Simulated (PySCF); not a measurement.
CF2, neutral, multiplicity 1. Atoms are numbered in the order given.

```xyz
3

F      0.0000    -1.0324     0.1990
C      0.0000     0.0000    -0.5969
F      0.0000     1.0324     0.1990
```

Geometry optimised at B3LYP-D3(BJ)/def2-TZVP. The isomer is the one that the SMILES or the coordinates give; other isomers of the formula were not compared.

Vertical ionisation energy (IE) and electron affinity (EA) in eV. Rows of orbital energies are one-electron estimates. Where ΔSCF, EOM or ADC give a negative EA the extra electron is unbound and the value depends on the basis.

| level | IE | EA |
|---|---|---|
| −ε(HOMO), −ε(LUMO), M06-2X/def2-TZVPD (PySCF) | ? | ? |
| −ε(HOMO), −ε(LUMO), PBE0/def2-TZVPD (PySCF) | 8.89 | 2.39 |
| EOM-CCSD/aug-cc-pVDZ (PySCF) | 12.17 | -0.63 |
| ADC(2)/aug-cc-pVDZ (PySCF) | 11.69 | -0.48 |

What belongs in the gaps? (The exact figures need the calculation; the answer reports its results.)


- −ε(HOMO), −ε(LUMO), M06-2X/def2-TZVPD (PySCF), IE: 10.43
- −ε(HOMO), −ε(LUMO), M06-2X/def2-TZVPD (PySCF), EA: 1.20

Computed lowest 1s main lines (those of the lightest heavy element) from CVS-ADC(2)-x/aug-cc-pVDZ (PySCF, non-relativistic), with pole strengths:
300.8 eV (1.53).

Beyond the first one, list the lowest photoelectron lines from PySCF with ADC(2)/aug-cc-pVDZ with their pole strengths (two spins summed). (An estimate is asked for; the answer gives what the named calculation found.)

14.77 eV (1.75), 15.75 eV (1.75), 17.83 eV (1.73), 18.03 eV (1.76), 19.44 eV (1.75).
